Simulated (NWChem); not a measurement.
Basis-set convergence for H$_{4}$HfS

```xyz
6

Hf    -0.0303     0.4253     0.0000
H     -1.8454     0.8235     0.0000
H      0.7970     1.1224     1.5050
H      0.7970     1.1224    -1.5050
S      0.2240    -1.9808     0.0000
H     -1.1500    -1.9993     0.0000
```
Charge 0, spin multiplicity 1.

Program: NWChem. Structure: optimised with PBE/def2-SVP with def2 effective core potentials on Hf, a minimum by its harmonic frequencies.

Quantity: first vertical ionisation energy at the level G0W0@PBE.

Effective core potentials replace the inner electrons of Hf; spin-orbit coupling is left out. GW and range-separated runs recompute their integrals, the others keep them in memory, which bears on the times. The structure started from a generated list of species.

Costs are rough ratios of processor time within this set of runs, SCF included, with def2-SVP as 1.

```tsv
basis	functions	first vertical ionisation energy (eV)	relative cost
def2-SVP	70	9.29	1
def2-SVPD	94	9.40	under 3
def2-TZVP	101	9.61	under 3
def2-TZVPD	125	9.60	3
def2-TZVPP	154	9.74	5
```

Smallest basis within 0.1 eV of def2-TZVPP, the largest set run: no smaller one. def2-TZVPP isn't the basis-set limit itself, and a small set can land close by cancellation.
